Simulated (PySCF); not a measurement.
# M06-2X on As (arsenic, neutral)

Configuration: [Ar] 3d10 4s2 4p3, high-spin 4S determinant. Computed with PySCF 2.14 in cc-pVDZ-DK, with the spin-free X2C one-electron Hamiltonian (Gaussian nucleus).

| Quantity | Value |
| --- | --- |
| Total energy | -2260.707 hartree |
| One-electron energy | -3145.890 hartree |
| Hartree (Coulomb) energy | 969.705 hartree |
| Exchange-correlation energy | -84.522 hartree |
| ⟨S²⟩ | 3.7516 |
| ⟨L²⟩ | 0.000 |
| Sum of ⟨r⟩ | 24.59 bohr |
| Sum of ⟨r²⟩ | 39.99 bohr² |
| Langevin diamagnetic susceptibility | -31.7 ×10⁻⁶ cm³/mol |
| Time after the integrals | 0.61 s of wall time on 1 thread of Intel(R) Xeon(R) Platinum 8375C CPU @ 2.90GHz (shared host) |

| shell | electrons | mean orbital energy (eV) | rms radius, mean of both spins (bohr) |
| --- | --- | --- | --- |
| 1s α | 1 | -11823.2 | 0.0524 |
| 1s β | 1 | -11823.0 | 0.0524 |
| 2s α | 1 | -1525.6 | 0.220 |
| 2s β | 1 | -1525.5 | 0.220 |
| 2p α | 3 | -1340.0 | 0.196 |
| 2p β | 3 | -1339.9 | 0.196 |
| 3s α | 1 | -205.29 | 0.641 |
| 3s β | 1 | -205.04 | 0.641 |
| 3p α | 3 | -147.10 | 0.667 |
| 3p β | 3 | -146.79 | 0.667 |
| 3d α | 5 | -49.280 | 0.753 |
| 3d β | 5 | -49.058 | 0.753 |
| 4s α | 1 | -18.514 | 2.14 |
| 4s β | 1 | -13.737 | 2.14 |
| 4p α | 3 | -7.826 | 2.67 |

Densities and radii are taken from the X2C orbitals without a picture-change correction, which distorts them close to the nucleus.
